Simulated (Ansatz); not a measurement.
Calculated with Ansatz (gas phase, PBE0-D4/def2-TZVP geometries, no zero-point term in ΔE). CBS: MP2 limit from def2 TZ/QZ plus the TZ coupled-cluster correction, frozen cores. Double bonds are as drawn, so ΔE can hold a change between cis and trans. DFT in def2-TZVPP. B3LYP here is the variant with VWN-RPA as its local correlation; programs differ in this. One conformer a species, not always the lowest.

Consider the ligand exchange at the Al–N bond: `C[NH][AlH2]` + `C/C=C/N` → `C/C=C\[NH][AlH2]` + CH₃NH₂.

```tsv
level	ΔE (kJ/mol)	difference from CCSD(T)/CBS
PBE-D4	-4.9	2.8
r2SCAN-D4	-5.2	2.5
B3LYP-D4	-6.2	1.5
ωB97X-V	-4.8	2.9
ωB97M-V	-5.2	2.5
PBE	-3.1	4.6
r2SCAN	-4.6	3.1
PBE0	-4.1	3.6
HF/def2-TZVPP	-4.4	3.3
MP2/def2-TZVPP	-9.1	-1.4
CCSD(T)/def2-TZVPP	-7.7	0.0
HF/def2-QZVPP	-4.4	3.3
MP2/def2-QZVPP	-9.1	-1.4
HF/CBS(def2)	-4.4	3.3
MP2/CBS(def2)	-9.1	-1.4
CCSD/CBS(def2)	-7.0	0.7
CCSD(T)/CBS	-7.7	0
```

Largest T1 diagnostic among the species: 0.012.

In def2-TZVPP, CCSD(T) changes the Hartree–Fock value by −3.3 kJ/mol (the triples alone add −0.6 kJ/mol) and MP2 by −4.7 kJ/mol.
